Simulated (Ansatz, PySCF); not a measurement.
Cl$_{2}$OTi, triplet, at a GFN2-xTB geometry (such geometries of metal compounds can be far from the true shape) (the multiplicity is a formal guess). Base run: PySCF with CASSCF(6,7)/STO-3G.

Here is a job for PySCF.
```python
from pyscf import gto, scf, mcscf
import numpy

mol = gto.Mole()
mol.atom = '''
    Ti   -0.253933    0.193549   -0.181697
    Cl    1.678470   -0.129388   -1.042363
    Cl   -0.693020   -0.621727    1.747484
    O    -1.395767    1.063860   -0.998716
'''
mol.basis = 'sto-3g'
mol.charge = 0
mol.spin = 2
mol.verbose = 4
mol.build()

mf = scf.ROHF(mol)
mf.kernel()
mc = mcscf.CASSCF(mf, 7, 6)
mc.fix_spin_(ss=2.0)
mc.kernel()
occ = numpy.linalg.eigvalsh(mc.fcisolver.make_rdm1(mc.ci, mc.ncas, mc.nelecas))[::-1]
ss = mc.fcisolver.spin_square(mc.ci, mc.ncas, mc.nelecas)[0]
print('natural occupations', occ.round(4), ' <S^2>', round(ss, 4))
```

Programs used: Ansatz (a quantum-chemistry and plane-wave program), PySCF; a row that names a program was run with it.

Each row names what was changed in the base input (with any setting that the change needs).

```json
[
 {"change": "base", "ΔE vs base (mEh)": "0.000", "natural occupations": "1.99 1.99 1.00 1.00 0.01 0.01 0.00", "<S^2> of the state": "2.00", "outcome": "converged"},
 {"change": "active space = 2 electrons, 4 orbitals", "ΔE vs base (mEh)": "13.068", "natural occupations": "1.00 1.00 0.00 0.00", "<S^2> of the state": "2.00", "outcome": "converged"},
 {"change": "solver = newton", "ΔE vs base (mEh)": "0.000", "natural occupations": "1.99 1.99 1.00 1.00 0.01 0.01 0.00", "<S^2> of the state": "2.00", "outcome": "converged"},
 {"change": "fix_spin_ = off", "ΔE vs base (mEh)": "0.000", "natural occupations": "1.99 1.99 1.00 1.00 0.01 0.01 0.00", "<S^2> of the state": "2.00", "outcome": "converged"},
 {"change": "code = ansatz; correction = SC-NEVPT2, all electrons", "ΔE vs base (mEh)": "-121.4", "natural occupations": "-", "<S^2> of the state": "-", "outcome": "converged"},
 {"change": "active space = 8 electrons, 9 orbitals", "ΔE vs base (mEh)": "-17.788", "natural occupations": "1.99 1.99 1.97 1.00 0.99 0.03 0.01 0.01 0.01", "<S^2> of the state": "2.00", "outcome": "converged"},
 {"change": "active space = 8 electrons, 6 orbitals", "ΔE vs base (mEh)": "-", "natural occupations": "-", "<S^2> of the state": "-", "outcome": "not converged"},
 {"change": "conv_tol = 1e-5", "ΔE vs base (mEh)": "0.415", "natural occupations": "1.99 1.99 1.00 1.00 0.01 0.01 0.00", "<S^2> of the state": "2.00", "outcome": "converged"},
 {"change": "orbitals = fixed (CASCI)", "ΔE vs base (mEh)": "11.074", "natural occupations": "2.00 2.00 1.00 1.00 0.00 0.00 0.00", "<S^2> of the state": "2.00", "outcome": "converged"},
 {"change": "orbitals = fixed (CASCI); correction = SC-NEVPT2", "ΔE vs base (mEh)": "-120.1", "natural occupations": "2.00 2.00 1.00 1.00 0.00 0.00 0.00", "<S^2> of the state": "2.00", "outcome": "converged"},
 {"change": "active space = 2 electrons, 3 orbitals", "ΔE vs base (mEh)": "13.068", "natural occupations": "1.00 1.00 0.00", "<S^2> of the state": "2.00", "outcome": "converged"}
]
```

Active orbitals are taken around the Fermi level unless the row says otherwise; CASSCF can end in different local minima, and two programs can end on different orbitals. State-averaged rows give the lowest state.

Open shells are given as the SCF converged; they aren't shown to be the lowest states, and a large step between rows can be another state.
